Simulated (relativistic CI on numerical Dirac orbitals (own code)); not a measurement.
# Os IV: computed level list

These numbers are calculated, not measured: Dirac-Coulomb-Breit CI, KLI orbitals optimised for each configuration, a model potential for QED, valence Slater integrals scaled by 0.85, P86 correlation energy added to each configuration (own radial code, finite nucleus).

Configuration list (outside the closed core [Kr] 4d10 4f14 5s2): 5p6 5d5, 5p6 5d4 6s, 5p6 5d3 6s2, 5p6 5d4 6p, 5p6 5d4 5f, 5p6 5d4 5g, 5p6 5d3 6s 6p, 5p6 5d4 6d, 5p6 5d4 7s, 5p6 5d4 7p, 5p6 5d4 7d, 5p5 5d6, 5p6 5d3 6p2, 5p6 5d4 6f, 5p6 5d3 6s 7s. Levels of other configurations are missing.

The lowest level is 5p6 5d5 6S_5/2, with 89 % of that term; Hund's rules for 5p6 5d5 give 6S with J = 5/2, in agreement.

| No. | Configuration | Term | J | E (eV) | % | jj configuration (%) |
| --- | --- | --- | --- | --- | --- | --- |
| 1 | 5p6 5d5 | 6S | 5/2 | 0.0000 | 89 | 5d3/2^3 5d5/2^2 (40) |
| 2 | 5p6 5d5 | 4G | 5/2 | 2.0916 | 32 | 5d5/2 (68) |
| 3 | 5p6 5d5 | 4G | 7/2 | 2.5576 | 72 | 5d3/2^3 5d5/2^2 (78) |
| 4 | 5p6 5d5 | 4P | 3/2 | 2.6092 | 48 | 5d3/2^3 5d5/2^2 (79) |
| 5 | 5p6 5d5 | 4G | 5/2 | 2.6627 | 42 | 5d3/2^3 5d5/2^2 (49) |
| 6 | 5p6 5d5 | 4G | 11/2 | 2.6829 | 84 | 5d3/2^3 5d5/2^2 (62) |
| 7 | 5p6 5d5 | 4G | 9/2 | 2.7544 | 89 | 5d3/2^2 5d5/2^3 (50) |
| 8 | 5p6 5d5 | 4P | 1/2 | 2.8652 | 64 | 5d3/2^3 5d5/2^2 (51) |
| 9 | 5p6 5d5 | 4D | 7/2 | 3.2499 | 72 | 5d3/2^2 5d5/2^3 (77) |
| 10 | 5p6 5d5 | 4D | 5/2 | 3.4358 | 41 | 5d3/2^3 5d5/2^2 (49) |
| 11 | 5p6 5d5 | 4D | 1/2 | 3.5731 | 68 | 5d3/2^2 5d5/2^3 (81) |
| 12 | 5p6 5d5 | 4D | 3/2 | 3.6934 | 46 | 5d3/2^2 5d5/2^3 (60) |
| 13 | 5p6 5d5 | 2I | 11/2 | 3.8382 | 76 | 5d3/2^2 5d5/2^3 (68) |
| 14 | 5p6 5d5 | 4F | 3/2 | 4.0959 | 46 | 5d3/2^2 5d5/2^3 (62) |
| 15 | 5p6 5d5 | 2F | 7/2 | 4.1079 | 38 | 5d3/2^3 5d5/2^2 (70) |
| 16 | 5p6 5d5 | 2I | 13/2 | 4.1800 | 100 | 5d3/2^2 5d5/2^3 (100) |
| 17 | 5p6 5d5 | 2F | 5/2 | 4.1926 | 31 | 5d3/2^2 5d5/2^3 (40) |
| 18 | 5p6 5d5 | 2G | 9/2 | 4.1929 | 46 | 5d3/2^3 5d5/2^2 (49) |
| 19 | 5p6 5d5 | 4F | 5/2 | 4.6944 | 51 | 5d3/2^2 5d5/2^3 (64) |
| 20 | 5p6 5d5 | 2H | 9/2 | 4.8346 | 53 | 5d3/2^2 5d5/2^3 (96) |
| 21 | 5p6 5d5 | 2F | 7/2 | 4.8718 | 44 | 5d3/2^2 5d5/2^3 (65) |
| 22 | 5p6 5d5 | 4F | 3/2 | 5.0941 | 46 | 5d3/2 5d5/2^4 (60) |
| 23 | 5p6 5d5 | 2F | 5/2 | 5.0976 | 52 | 5d3/2^2 5d5/2^3 (56) |
| 24 | 5p6 5d5 | 2F | 7/2 | 5.1864 | 47 | 5d3/2^2 5d5/2^3 (51) |
| 25 | 5p6 5d5 | 2F | 7/2 | 5.5230 | 45 | 5d3/2 5d5/2^4 (60) |
| 26 | 5p6 5d5 | 2H | 11/2 | 5.6061 | 73 | 5d3/2 5d5/2^4 (90) |
| 27 | 5p6 5d5 | 2S | 1/2 | 5.6290 | 80 | 5d3/2 5d5/2^4 (33) |
| 28 | 5p6 5d5 | 2G | 9/2 | 5.6848 | 47 | 5d3/2 5d5/2^4 (67) |
| 29 | 5d4(5D) 6s | 6D | 1/2 | 6.0356 | 81 | 5d3/2^4 6s (39) |
| 30 | 5p6 5d5 | 2D | 5/2 | 6.1318 | 42 | 5d5/2^5 (52) |

Energies count from the lowest computed level. Percentages are summed over parent terms; the parents shown are those of the largest component, closed shells are left out there. Filled j subshells are mostly left out of the jj labels.

The mean weight of the leading LS term, summed over parents, in these 30 levels is 58 %, and that of the leading jj configuration (from the same eigenvectors) 62 %.

For a near-neutral ion this model can misplace configurations by up to about 10,000 cm⁻¹ (more where the count of f electrons changes) and terms by 10 to 25 % of their spread. Rates follow the energies as ν³ (E1, M1) or ν⁵ (E2), so they and the lifetimes can be off by large factors. The fine structure of a lone outer electron comes out too small, for d and f at times inverted, and misplaced configurations move strength between like terms.

LS names give the leading component of a level, which can be under half, so a name can repeat, a term be missing and a line seem to break the LS rules.
